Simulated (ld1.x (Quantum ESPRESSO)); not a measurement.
## sulfur (S): one change to a PAW potential, before and after

```json
{"Element": "sulfur", "Generator": "ld1.x (Quantum ESPRESSO) 7.5", "Type": "PAW", "Functional": "PBE", "Relativity": "scalar-relativistic", "Frozen core": "[Ne]", "Valence charge": "6", "Reference configuration": "3s2 3p4", "Partial waves": "3s (bound): rcut 1.15, rcutus 1.40 bohr; 3s channel at -0.3 Ry: rcut 1.15, rcutus 1.40 bohr; 3p (bound): rcut 1.15, rcutus 1.40 bohr; 3p channel at 0.95 Ry: rcut 1.15, rcutus 1.40 bohr", "Local potential": "all-electron potential smoothed inside 1.10 bohr (lloc = -1)", "Core correction": "Bessel-smoothed model core, default radius (core density twice the valence density)", "Augmentation charge": "PSQ, inside the norm-conserving radii"}
```

Change: core correction Bessel-smoothed model core inside 1.70 bohr.

Cutoffs: the cutoffs (Ry, on a coarse ladder) from which the occupation-weighted sum of valence levels, in a spherical-Bessel basis at the reference potential, stays within 10 and 1 mRy of its value at 400 Ry; they do not see the model core or the augmentation charge, which bear on the density cutoff. Errors are all-electron minus pseudo energies relative to the spin-unpolarised reference configuration.

Question: What does the change do?

Answer: The potential gets neither clearly harder nor softer (18 Ry and 40 Ry → 18 Ry and 40 Ry); of the 7 tests that both files solve, the error grows in 0 and shrinks in 2 by more than 15 % and 0.3 meV (median size 1.5 → 1.3 meV); neither file shows a bound ghost. The default core radius of the base comes out at 0.87 bohr. A wider model core is smoother and lowers the density cutoff, which this test does not measure.

```csv
quantity,base,changed
"cutoff, loose",18 Ry,18 Ry
"cutoff, tight",40 Ry,40 Ry
bound ghosts,none,none
"error for 3s2 3p3, meV [ΔE 11.77 eV]",-1.5,-1.3
"error for 3s2 3p2, meV [ΔE 34.05 eV]",-8.4,-7.0
"error for 3s2 3p1, meV [ΔE 68.09 eV]",-33,-26
"error for 3s2 3p4.3, meV [ΔE -1.71 eV]",+0.2,+0.2
"error for 3s2 3p3.5, meV [ΔE 4.66 eV]",-0.4,-0.4
"error for 3s0 3p6, meV [ΔE 20.74 eV]",-1.8,-1.6
"error for 3s1 3p5, meV [ΔE 10.31 eV]",-0.6,-0.6
s: phases at 1.54 bohr within 0.05 rad from the reference energy up to (Ry; the scan ends near 5),to the end of the scan,to the end of the scan
p: phases at 1.54 bohr within 0.05 rad from the reference energy up to (Ry; the scan ends near 5),to the end of the scan,to the end of the scan
lowest overlap eigenvalue by channel,"s 0.45, p 0.74","s 0.45, p 0.74"
```
